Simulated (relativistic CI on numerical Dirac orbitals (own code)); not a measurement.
Method of calculation: Dirac-Coulomb-Breit CI, KLI orbitals optimised for each configuration, QED by a radiative potential, unscaled Slater integrals (own radial code, finite nucleus).

The strongest absorption lines from the ground level of an ion, among the configurations computed and to levels below about 240 eV (vacuum wavelength in Å, gf): 107.43 (0.24), 111.49 (0.24), 113.51 (0.61), 114.27 (0.98), 115.98 (1.6), 117.52 (0.21), 188.95 (0.11), 206.55 (0.12).

Problem. Which ion is it?
A. Br²⁰⁺
B. Br¹⁸⁺
C. As¹⁸⁺
D. Br²²⁺

Solution. A. Br²⁰⁺ has 15 electrons and the ground level 3s2 3p3 4S°_3/2; the strongest line goes to 3s2 3p2 3d 4P_5/2. The pattern of lines fixes the number of electrons, and along that sequence the line energies rise steadily with the charge (about as its square where n changes within one kind of shell, about linearly where n is kept but much faster in heavy ions where fine structure, which grows about as Z⁴, sets the gap, and irregularly where shells cross), which fixes Z. Configurations outside the model, such as inner-shell arrays, can give stronger lines. At this charge energies of transitions that change n are usually good to better than 1 %, and those within a shell (Δn = 0) to a few per cent.

LS names give the leading component of a level, which can be under half, so a name can repeat, a term be missing and a line seem to break the LS rules.
